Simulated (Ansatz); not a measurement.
Reaction (formal exchange of groups at a C–Si bond): `C[Si](C)(C)C[Si](C)(F)F` + `C[O][GeH3]` → `C[O][GeH2][CH2][Si](C)(C)C` + `C[SiH](F)F`

Program: Ansatz. Geometries: PBE0-D4/def2-TZVP. ΔE: electronic, gas phase. CCSD(T)/CBS adds triple-zeta CCSD(T) − MP2 to the extrapolated MP2 energy (def2 sets, frozen cores). DFT in def2-TZVPP. HSE06 is defined as in plane-wave codes. For Ge outer-core shells are correlated without core-valence functions, which leaves a few kJ/mol of doubt a bond. Scalar relativity is left out up to krypton. Each species was taken in one conformer, which may not be the lowest.

Q: Is it downhill or uphill in electronic energy at CCSD(T)/CBS, and by how much? (Estimate.)

A: Computed: Uphill: ΔE = +0.14 eV.

Q: What do these levels give: ωB97M-V, PBE, HSE06, SCS-MP2/def2-TZVPP, HF/def2-QZVPP, HF/CBS(def2)? (Best estimate.)

A: Ansatz gave: ωB97M-V 0.22, PBE 0.24, HSE06 0.24, SCS-MP2/def2-TZVPP 0.11, HF/def2-QZVPP 0.24, HF/CBS(def2) 0.24 eV.

Largest T1 diagnostic among the species: 0.011.

At CCSD(T), def2-SVP lies +0.07 eV from the extrapolated value and def2-TZVPP −0.01 eV. Leaving LDA and LC-ωPBE aside and taking each functional with its dispersion term where it has one, the values, not all of them listed here, spread over 0.10 eV, from PBE-QIDH to B97M-V.
